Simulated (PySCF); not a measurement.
Compound: C4H11AlSi.
SMILES: `C=C[CH2][AlH][CH2][SiH3]`

Torsions of this conformer, `[CH2:1]=[CH:2][CH2:3][AlH:4][CH2:5][SiH3:6]`: C1–C2–C3–Al4 51°, C2–C3–Al4–C5 -138°, C3–Al4–C5–Si6 58°.

The closed-shell ground state was solved at several levels (PySCF, density fitting, gas phase, non-relativistic). Geometry: PBE0-D3(BJ)/def2-SVP, one conformer, isolated molecule.

```
           level  basis functions  total energy (Eh)  HOMO (eV)  LUMO (eV)  gap (eV)  dipole (D)
wB97X-D/pcSseg-1              171          -690.8417      -8.67       0.77      9.44        1.10
   PBE0/pcSseg-1              171          -690.4668      -6.90      -0.98      5.92        1.07
```

(1) Estimate the row for CAM-B3LYP/def2-SVPD, a basis of 216 functions; the other rows only guide the guess.

(2) Over all these levels, which gives the widest orbital gap and which the narrowest?

(3) How far do the dipole and the HOMO energy spread over the levels?

Answers

(1) Total energy -690.5743 Eh, HOMO -8.10 eV, LUMO 0.05 eV, gap 8.15 eV, dipole 1.09 D.

(2) wB97X-D/pcSseg-1 (range-separated hybrid) has the widest, 9.44 eV, and PBE0/pcSseg-1 (global hybrid, 25 % exact exchange) the narrowest, 5.92 eV. The two share the basis. From the narrowest to the widest the HOMO moves by -1.77 eV and the LUMO by +1.75 eV.

(3) The dipole runs from 1.07 to 1.10 D (mean 1.09 D) and the HOMO from -8.67 to -6.90 eV.

wB97X-D is run here without its empirical dispersion term; that term would change no orbital, density or response property at a fixed geometry.
